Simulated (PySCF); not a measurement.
## How methods differ on the ionisation energy of Si²⁺

Si²⁺ [Ne] 3s2 → Si³⁺ [Ne] 3s1 [3s1/2^1, M_J = 1/2], as a difference of total energies. Calculation: PySCF 2.14, in an even-tempered Gaussian basis (21 s from 0.054 bohr⁻², ratio 2.4; 14 p from 0.071 bohr⁻², ratio 2.4; 6 d from 0.47 bohr⁻², ratio 2.6; 5 f from 0.71 bohr⁻², ratio 2.6); the two-component X2C-1e Hamiltonian. Correlated levels: 1s2 frozen; the 52 highest virtual spinors dropped. "Screened" scales the spin-orbit matrix elements by Boettger's factors to mimic the two-electron term; Breit and QED terms are absent.

```
                    method  ionisation energy (eV)  error (eV)
 GHF (screened spin-orbit)                  32.019      -1.474
GMP2 (screened spin-orbit)                  33.206      -0.287
```

Reference: 33.493 eV (measured; NIST Atomic Spectra Database, ionization energies).

MP2 underrates the near-degeneracy of ns² with np² in the lower species.
